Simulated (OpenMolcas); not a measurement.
A run on Tc3+ among 6 point charges of -1.7 e arranged as a tetragonal octahedron (D4h), 1.97 Å from the ion, with the axial distance 2.167 Å.

```json
{"Program": "OpenMolcas 26.06", "Method": "SS-CASPT2, IPEA 0.25 Eh, imaginary shift 0.1 Eh (closed shells correlated: 4s 4p)", "Basis": "ANO-RCC-VTZP [7s6p4d2f1g]", "Scalar Hamiltonian": "DKH2, point nucleus", "Active space": "4 electrons in 5 orbitals (4d)", "State averaging": "2S+1 = 5 even, 5 roots; 2S+1 = 3 even, 45 roots; 2S+1 = 1 even, 50 roots", "Spin-orbit coupling": "RASSI with atomic mean-field integrals over the reference wave functions"}
```

First CASPT2 step and the start of its output:

```
&CASPT2
Multistate=5 1 2 3 4 5
NoMult
Frozen=8 6
IPEA=0.25
Imaginary=0.1
MaxIter=60
WThr=0.0 0.3 0.05
PrWF=0.5
NoMix
```

```
--- CASPT2 ---
Orbital specifications:
      -----------------------

      Symmetry species                           1   2
                                                ag  au
      Frozen orbitals                            8   6
      Inactive orbitals                          1   3
      Active orbitals                            5   0
      Secondary orbitals                        22  23
      Deleted orbitals                           0   0
      Number of basis functions                 36  32
Type of calculation                        SS-CASPT2
      Fock operator                              state-specific
      IPEA shift                                 0.25
      Real shift                                 0.00
      Imaginary shift                            0.10
      The input orbitals will be transformed to quasi-canonical
Reference energy:       -4288.7143178564
      E2 (Non-variational):      -0.3288385050
      Shift correction:          -0.0001383480
      E2 (Variational):          -0.3289768530
      Total energy:           -4289.0432947094
      Residual norm:              0.0000000455
      Reference weight:           0.94343
      Contributions to the CASPT2 correlation energy
      Active & Virtual Only:         -0.0394409452
      One Inactive Excited:          -0.1599325798
      Two Inactive Excited:          -0.1294649800
Reference energy:       -4288.6875588065
      E2 (Non-variational):      -0.3289021469
      Shift correction:          -0.0001349629
      E2 (Variational):          -0.3290371098
      Total energy:           -4289.0165959164
      Residual norm:              0.0000006979
      Reference weight:           0.94369
      Contributions to the CASPT2 correlation energy
      Active & Virtual Only:         -0.0393016800
...
```

Over all roots the printed reference weights run from 0.00 to 0.94, and roots that are degenerate in the reference spread by up to 1e+06 cm-1.

**Question.** Did the run give usable levels, and if not, why?

**Answer.** No. The equations converged, but the reference weight falls to 0.00 for at least one root against 0.94 for the best. A drop of that size marks an intruder state, so the energies of such roots and the levels built on them can't be trusted.
